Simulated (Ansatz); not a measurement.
Program: Ansatz 0.2.0.

A structure relaxed at PBE0-D4/def2-TZVP, charge 0, multiplicity 1:

```json
{"atom": "Si1", "x (Å)": "1.525", "y (Å)": "0.860", "z (Å)": "-0.693"}
{"atom": "Si2", "x (Å)": "-0.455", "y (Å)": "0.495", "z (Å)": "0.507"}
{"atom": "C3", "x (Å)": "-1.062", "y (Å)": "-1.270", "z (Å)": "0.214"}
{"atom": "Cl4", "x (Å)": "-2.571", "y (Å)": "-1.569", "z (Å)": "1.120"}
{"atom": "H5", "x (Å)": "2.013", "y (Å)": "2.248", "z (Å)": "-0.478"}
{"atom": "H6", "x (Å)": "2.581", "y (Å)": "-0.091", "z (Å)": "-0.251"}
{"atom": "H7", "x (Å)": "1.291", "y (Å)": "0.656", "z (Å)": "-2.149"}
{"atom": "H8", "x (Å)": "-0.214", "y (Å)": "0.684", "z (Å)": "1.962"}
{"atom": "H9", "x (Å)": "-1.507", "y (Å)": "1.444", "z (Å)": "0.061"}
{"atom": "H10", "x (Å)": "-1.273", "y (Å)": "-1.450", "z (Å)": "-0.840"}
{"atom": "H11", "x (Å)": "-0.329", "y (Å)": "-2.006", "z (Å)": "0.547"}
```

(1) Give its formula and SMILES.

(2) Point group (tolerance 0.08 Å, 0.16 Å for H)?

(3) Summarise the bond lengths by kind.

Answers

(1) CH7ClSi2, `[SiH3][SiH2]CCl`.

(2) Cs.

(3) 1 × Si–Si 2.344 Å; 5 × H–Si 1.486 to 1.488 Å; 1 × C–Si 1.889 Å; 1 × C–Cl 1.786 Å; 2 × C–H 1.091 Å.
